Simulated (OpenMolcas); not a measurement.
A calculation on Ni2+.

- Program: OpenMolcas
- Method: XMS-CASPT2, IPEA 0.25 Eh, imaginary shift 0.1 Eh (closed shells correlated: 3s 3p)
- Basis: ANO-RCC-VTZP [6s5p3d2f1g]
- Scalar Hamiltonian: DKH2, point nucleus
- Active space: 8 electrons in 5 orbitals (3d)
- State averaging: 2S+1 = 3 even, 10 roots; 2S+1 = 1 even, 15 roots
- Spin-orbit coupling: state interaction with AMFI integrals over the reference wave functions, term energies averaged over their components

Task: Which level of the active space comes out lowest?

Result: 3d8 3F4, with 100 % of that term; it is also the measured ground level.

Task: How high does 3d8 1G4 lie?

Result: 23430 cm-1 above the lowest level; measured 23109 cm-1 above the ground level, so the calculation is off by +1 %.

Task: How high does 3d8 1S0 lie?

Result: 53450 cm-1 above the lowest level; measured 52532 cm-1 above the ground level, so the calculation is off by +2 %.

Task: How high does 3d8 3P0 lie?

Result: 17580 cm-1 above the lowest level; measured 17231 cm-1 above the ground level, so the calculation is off by +2 %.

Task: The level at 13830 cm-1 has J = 2. What is it made of, and what is its g factor?

Result: 89 % 3d8 1D2, 10 % 3d8 3P; g = 1.049, against 1.000 from Landé's formula for the pure leading term.

Measured values: Corliss and Sugar, J. Phys. Chem. Ref. Data 10, 197 (1981).

Term energies are means over components that CASPT2 splits; among the terms shown or strongly mixed into the levels shown the widest spread is 1300 cm-1 (3d8 3F). Computed and measured levels are paired by configuration, term and J; levels that our copy of the source lacks, or whose pairing is in doubt (as where it misses far off the trend of its configuration), stay unpaired and out of the deviations. Levels of configurations outside the active space are missing.
